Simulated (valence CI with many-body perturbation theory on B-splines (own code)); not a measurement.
# E1 transitions of Kr IV

Computed by valence CI with perturbative core correlation (CI+MBPT): five valence electrons over a frozen Dirac-Fock core [Ar] 3d10, radial functions for each j: 9 s, 9 p, 8 d, 6 f, 3 g, 1 h, with the one-electron correlation potential Σ1, the two-electron term Σ2, the three-electron term Σ3, Breit, model QED; selected CI, second order for the rest, scaled by the run's own slope (own B-spline code, finite nucleus).

Against 41 measured levels this calculation errs by 172 cm⁻¹ on average and by 331 at most. These come from a selection out of Saloman, J. Phys. Chem. Ref. Data 36, 215 (2007). Levels without a partner in it may be off by more. Among the levels kept, up to 1300 cm⁻¹ of a level comes from second order outside the variational space, and about a tenth of that is noise between levels of different J, which matters for small intervals. 2 measured levels below the end of the list, from 202373 cm⁻¹ on, found no clear computed partner, and computed levels of the same name lie up to 1986 cm⁻¹ from them.

Lines 51 to 100 of 174 in falling wavelength, among levels below 29.345 eV, chosen from the strongest by gf and those to the six lowest levels. Wavelengths and rates use the calculated energies, so an error of 200 cm⁻¹ moves a line at 671.8 Å by 0.13 % and its rate by three times that or more. Electric multipoles are in the length gauge, E1 and E2 with the static RPA response of the core. Weak lines are less certain than strong ones. Lines between different terms over intervals too small for the method are left out, as are lines whose strength nearly cancels. Where a level lies close to another of its J and parity, the split of strength between their lines is uncertain.

Names give the largest LS component (configuration and term), which can be under half, so a name can repeat, a term be missing and a line seem to break the LS rules; names also repeat where a configuration has a term twice. Letters in brackets count levels of one name in rising energy.

```
λ vac (Å)  λ from measured levels                Upper           Lower   A (s⁻¹)  S (a.u.) with core polarisation  S without
    671.8                   670.0      4s²4p²4d ⁴D_5/2  4s²4p³ ²P°_3/2  3.10e+05                         2.78e-04   2.36e-04
    670.4                   668.3      4s²4p²4d ⁴D_1/2  4s²4p³ ²P°_1/2  6.96e+04                         2.07e-05   3.42e-05
    668.9                   666.9      4s²4p²4d ⁴D_3/2  4s²4p³ ²P°_1/2  8.34e+04                         4.93e-05   8.09e-05
    650.9                   649.3      4s²4p²4d ⁴F_3/2  4s²4p³ ²D°_5/2  7.93e+05                         4.32e-04   5.11e-04
    645.1                   643.5      4s²4p²4d ⁴F_5/2  4s²4p³ ²D°_5/2  1.57e+07                         1.25e-02   1.36e-02
    644.0                   642.3      4s²4p²4d ⁴F_3/2  4s²4p³ ²D°_3/2  4.77e+07                         2.52e-02   2.77e-02
    638.3                   636.7      4s²4p²4d ⁴F_5/2  4s²4p³ ²D°_3/2  2.44e+07                         1.88e-02   1.96e-02
    638.1                   637.3         4s4p⁴ ²S_1/2  4s²4p³ ²D°_3/2  1.47e+07                         3.77e-03   3.97e-03
    636.4                   634.8      4s²4p²4d ⁴F_7/2  4s²4p³ ²D°_5/2  2.38e+07                         2.43e-02   2.54e-02
    624.3                   622.9  4s²4p²4d ²F_5/2 [a]  4s²4p³ ²D°_5/2  1.60e+05                         1.15e-04   1.25e-04
    618.5                   617.0      4s²4p²4d ⁴D_7/2  4s²4p³ ²D°_5/2  2.51e+06                         2.35e-03   2.58e-03
    618.0                   616.6  4s²4p²4d ²F_5/2 [a]  4s²4p³ ²D°_3/2  4.27e+07                         2.98e-02   3.08e-02
    617.6                   616.1      4s²4p²4d ⁴D_3/2  4s²4p³ ²D°_5/2  8.68e+07                         4.04e-02   4.46e-02
    612.7                   611.8  4s²4p²4d ²P_3/2 [a]  4s²4p³ ⁴S°_3/2  2.64e+06                         1.20e-03   1.39e-03
    612.7                   611.1      4s²4p²4d ⁴D_1/2  4s²4p³ ²D°_3/2  1.07e+08                         2.43e-02   2.71e-02
    611.4                   609.9      4s²4p²4d ⁴D_3/2  4s²4p³ ²D°_3/2  9.18e+06                         4.14e-03   4.22e-03
    611.3                   609.9      4s²4p²4d ⁴D_5/2  4s²4p³ ²D°_5/2  8.41e+07                         5.69e-02   6.05e-02
    605.2                   603.8      4s²4p²4d ⁴D_5/2  4s²4p³ ²D°_3/2  2.95e+07                         1.94e-02   2.01e-02
    602.6                   601.8  4s²4p²4d ²P_1/2 [a]  4s²4p³ ⁴S°_3/2  4.86e+06                         1.05e-03   1.18e-03
    599.3                              4s²4p²5s ⁴P_1/2  4s²4p³ ²P°_3/2  1.34e+06                         2.84e-04   2.01e-04
    597.1                   595.7  4s²4p²4d ²F_7/2 [a]  4s²4p³ ²D°_5/2  3.72e+07                         3.13e-02   3.24e-02
    595.7                   595.2      4s²4p²4d ⁴P_5/2  4s²4p³ ²P°_3/2  5.54e+06                         3.47e-03   3.61e-03
    592.5                              4s²4p²4d ⁴P_3/2  4s²4p³ ²P°_3/2  1.80e+07                         7.39e-03   8.34e-03
    591.0                              4s²4p²5s ⁴P_1/2  4s²4p³ ²P°_1/2  5.82e+06                         1.19e-03   1.49e-03
    584.5                              4s²4p²4d ⁴P_3/2  4s²4p³ ²P°_1/2  1.39e+06                         5.46e-04   5.09e-04
    584.1                   583.7      4s²4p²4d ⁴P_1/2  4s²4p³ ²P°_3/2  4.12e+07                         8.10e-03   8.38e-03
    582.6                   582.0      4s²4p²5s ⁴P_3/2  4s²4p³ ²P°_3/2  6.52e+07                         2.55e-02   2.57e-02
    581.4                   581.4         4s4p⁴ ²P_3/2  4s²4p³ ²P°_3/2  8.80e+07                         3.41e-02   4.47e-02
    580.0                   579.0      4s²4p²4d ⁴F_3/2  4s²4p³ ⁴S°_3/2  8.96e+06                         3.45e-03   3.69e-03
    576.3                   575.8      4s²4p²4d ⁴P_1/2  4s²4p³ ²P°_1/2  2.61e+07                         4.92e-03   4.65e-03
    575.4                   574.4      4s²4p²4d ⁴F_5/2  4s²4p³ ⁴S°_3/2  2.54e+07                         1.43e-02   1.52e-02
    575.3                              4s²4p²5s ²P_1/2  4s²4p³ ²P°_3/2  1.17e+08                         2.21e-02   2.72e-02
    575.2                   574.9         4s4p⁴ ²S_1/2  4s²4p³ ⁴S°_3/2  1.26e+07                         2.37e-03   2.68e-03
    574.8                   574.2      4s²4p²5s ⁴P_3/2  4s²4p³ ²P°_1/2  2.95e+05                         1.11e-04   7.76e-05
    574.3                   574.1  4s²4p²4d ²D_3/2 [a]  4s²4p³ ²P°_3/2  3.33e+08                         1.24e-01   1.39e-01
    573.6                   573.6         4s4p⁴ ²P_3/2  4s²4p³ ²P°_1/2  6.19e+08                         2.31e-01   2.56e-01
    573.2                   572.5      4s²4p²5s ⁴P_5/2  4s²4p³ ²P°_3/2  7.39e+06                         4.12e-03   4.51e-03
    567.7                              4s²4p²5s ²P_1/2  4s²4p³ ²P°_1/2  5.80e+07                         1.05e-02   5.96e-03
    566.7                   566.4  4s²4p²4d ²D_3/2 [a]  4s²4p³ ²P°_1/2  3.68e+08                         1.32e-01   1.38e-01
    565.3                   565.2  4s²4p²4d ²P_1/2 [b]  4s²4p³ ²P°_3/2  1.74e+09                         3.10e-01   3.47e-01
    561.5                   560.9      4s²4p²5s ²P_3/2  4s²4p³ ²P°_3/2  1.72e+08                         6.01e-02   4.69e-02
    560.6                   560.4  4s²4p²4d ²D_5/2 [a]  4s²4p³ ²P°_3/2  1.01e+08                         5.29e-02   5.37e-02
    559.9                              4s²4p²4d ²G_7/2  4s²4p³ ²D°_5/2  2.19e+08                         1.52e-01   1.60e-01
    558.8                   557.9  4s²4p²4d ²F_5/2 [a]  4s²4p³ ⁴S°_3/2  8.46e+07                         4.37e-02   4.64e-02
    557.9                   557.8  4s²4p²4d ²P_1/2 [b]  4s²4p³ ²P°_1/2  6.67e+08                         1.14e-01   1.27e-01
    554.5                   553.4      4s²4p²4d ⁴D_1/2  4s²4p³ ⁴S°_3/2  4.76e+07                         8.01e-03   8.53e-03
    554.3                   553.6      4s²4p²5s ²P_3/2  4s²4p³ ²P°_1/2  6.17e+08                         2.07e-01   1.95e-01
    553.4                   552.5      4s²4p²4d ⁴D_3/2  4s²4p³ ⁴S°_3/2  1.81e+08                         6.06e-02   6.45e-02
    548.3                   547.4      4s²4p²4d ⁴D_5/2  4s²4p³ ⁴S°_3/2  2.27e+08                         1.11e-01   1.18e-01
    547.6                   547.3      4s²4p²4d ⁴P_5/2  4s²4p³ ²D°_5/2  1.43e+08                         6.96e-02   7.66e-02
```
